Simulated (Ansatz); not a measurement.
Consider the ligand exchange at the Al–S bond: `C[S][Al]([F])[F]` + silanol → `[F][Al]([F])[O][SiH3]` + CH₃SH.

Isolated molecules relaxed with PBE0-D4/def2-TZVP in Ansatz; ΔE leaves out vibrations. CCSD(T)/CBS adds triple-zeta CCSD(T) − MP2 to the extrapolated MP2 energy (def2 sets, frozen cores). This one scheme is used for every species. Functionals use def2-TZVPP. HSE06 is defined as in plane-wave codes. Each species was taken in one conformer, which may not be the lowest.

`C[S][Al]([F])[F]`:

Cartesian coordinates in Å:
```
C -1.059 0.132 0.880
S -0.169 1.280 -0.231
Al 1.280 -0.041 -1.098
F 2.367 0.506 -2.193
F 1.316 -1.627 -0.674
H -0.935 0.482 1.904
H -2.114 0.153 0.613
H -0.687 -0.887 0.799
```

`O[SiH3]`:

Z-matrix (Å, degrees):
```
Si
O 1 1.648
H 1 1.489 2 111.7
H 1 1.489 2 111.7 3 120.9
H 1 1.481 2 105.9 3 -119.6
H 2 0.957 1 117.9 3 -60.5
```

`[F][Al]([F])[O][SiH3]`:

Cartesian coordinates in Å:
```
F -2.061 -1.477 1.649
Al -0.533 -1.375 1.077
F 0.519 -2.553 1.495
O -0.068 -0.118 0.105
Si 0.423 1.101 -0.860
H -0.700 1.532 -1.732
H 1.554 0.646 -1.709
H 0.865 2.246 -0.024
```

CH₃SH:

```xyz
6

C     0.413    0.266    0.007
S    -1.368    0.008   -0.150
H     0.773   -0.019    0.995
H     0.577    1.335   -0.127
H     0.964   -0.269   -0.765
H    -1.360   -1.321    0.040
```

| level | ΔE (eV) |
| --- | --- |
| LDA (SPW92) | -0.38 |
| HSE06-D4 | -0.42 |

Problem. What does CCSD(T)/CBS give? (An estimate is asked.)

Solution. Computed: -0.53 eV. The listed levels differ from it by 0.15, 0.11 eV.

Largest T1 diagnostic among the species: 0.012.

From PBE to PBE0 (25 % exact exchange), in def2-TZVPP and without D4, ΔE moves by −0.06 eV. At CCSD(T), def2-SVP lies −0.11 eV from the extrapolated value and def2-TZVPP −0.04 eV.
